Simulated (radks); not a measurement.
Values are calculated unless marked as measured or tabulated.
Initial-state core-level shifts of neutral tantalum when its valence configuration changes from [Xe] 4f14 5d3 6s2. Level of theory: Dirac Kohn-Sham, PBEsol, spin-unpolarised, spherical densities, point nucleus; open shells fill j = l - 1/2 first (a radial shooting solver on a logarithmic mesh with Libxc functionals). Shifts are changes of the shell-averaged eigenvalues in eV (positive: less bound).

valence                    3p       4s       5s       5p
4f14 5d2 6s2 6p1       -3.564   -3.569   -3.536   -3.352
4f14 5d4 6p1           +0.607   +0.611   +0.607   +0.468
4f14 5d3 6p2           -2.453   -2.459   -2.460   -2.448
4f14 5d4 6s0.5 6p0.5   +1.189   +1.194   +1.192   +1.057
4f13 5d3 6s2 6p1      -14.455  -13.655   -7.658   -6.495
4f12 5d5 6s2          -22.274  -20.396   -7.905   -5.929
4f12 5d4 6s0.5 6p2.5  -28.181  -26.299  -13.701  -11.532
4f14 5d4 6s1           +1.796   +1.802   +1.802   +1.671
4f13 5d4 6p2          -13.105  -12.315   -6.405   -5.425
